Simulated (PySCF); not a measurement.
## Correlation energy of Tc (technetium, neutral)

[Kr] 4d5 5s1 5p1, high-spin 8P determinant (an excited configuration). Computed with PySCF 2.14 in def2-TZVPPD with the def2 core potential (28 electrons) (6s4p3d2f1g, 56 functions), with scalar relativity through the core potential. Frozen: nothing; 15 electrons correlated.

```tsv
level	correlation energy (mhartree)
CCSD	-375.70
(T)	-9.59
CCSD(T)	-385.29
```

Diagnostics: T1 = 0.0094, D1 = 0.0428, largest double amplitude 0.029.

Cost of the coupled-cluster step: of the order of 6 core-seconds, for 15 correlated electrons.

The basis has no tight functions for the innermost shells, so their pair energies are far from complete.

This basis was not built for core-valence correlation, so the inner-shell part is incomplete.
